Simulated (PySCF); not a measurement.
Nuclear quadrupole coupling in `C/C=C/OC(F)(F)CF`

Species: C5H7F3O.
Z-matrix (Å and degrees, GFN2-xTB geometry), rows numbered from 1:
```
C 
C   1  1.4921
C   2  1.3215  1  122.37
O   3  1.3862  2  129.34  1   179.39
C   4  1.3586  3  121.27  2     9.03
F   5  1.3508  4  105.79  3  -170.00
F   5  1.3592  4  112.23  3   -55.94
C   5  1.5397  4  113.44  3    70.05
F   8  1.3601  5  110.73  4  -173.79
H   1  1.0894  2  110.16  3   120.69
H   1  1.0886  2  109.90  3  -120.94
H   1  1.0860  2  111.19  3    -0.24
H   2  1.0799  1  115.43  3   179.08
H   3  1.0795  2  122.87  1     1.06
H   8  1.0935  5  110.15  4   -54.27
H   8  1.0944  5  108.32  4    67.49
```

Field gradients from the PBE0/pcSseg-1 density (PySCF, non-relativistic), principal values in atomic units, ordered |Vxx| ≤ |Vyy| ≤ |Vzz|:

```
atom      Vxx      Vyy     Vzz
  O4  -0.3248  -1.5730  1.8978
```

Task: Find the asymmetry η = (Vxx − Vyy)/Vzz and the couplings χ = eQV/h (234.96 MHz × Q in barn × V in au), with Q(17O) = −0.0256 b.

Result: 
| atom | environment | nucleus | η | χzz (MHz) | χxx (MHz) | χyy (MHz) |
| --- | --- | --- | --- | --- | --- | --- |
| O4 | ether oxygen | 17O | 0.66 | -11.42 | 1.95 | 9.46 |

Task: What is Vzz at O4 in SI units (1 au = 9.71736 × 10²¹ V/m²)?

Result: 1.8978 au = 18.442 × 10²¹ V/m².

Task: What couplings would deuterons (Q(2H) = 0.00286 b) have in place of the hydrogens, at this geometry?

Result: 
| atom | bonded to | bond length (Å) | Vzz (au) | η | χzz (kHz) |
| --- | --- | --- | --- | --- | --- |
| H10 | C1 | 1.089 | 0.3105 | 0.02 | 209 |
| H11 | C1 | 1.089 | 0.3114 | 0.02 | 209 |
| H12 | C1 | 1.086 | 0.3164 | 0.04 | 213 |
| H13 | C2 | 1.080 | 0.3247 | 0.08 | 218 |
| H14 | C3 | 1.080 | 0.3218 | 0.12 | 216 |
| H15 | C8 | 1.093 | 0.2839 | 0.07 | 191 |
| H16 | C8 | 1.094 | 0.2844 | 0.07 | 191 |

One conformer (not necessarily the lowest) at the GFN2-xTB geometry, without solvent, vibrations or thermal averaging. GFN2-xTB bond lengths can be off by several hundredths of an ångström, more for odd bonds, and the gradients follow them. A larger basis could move these couplings by a tenth or more.
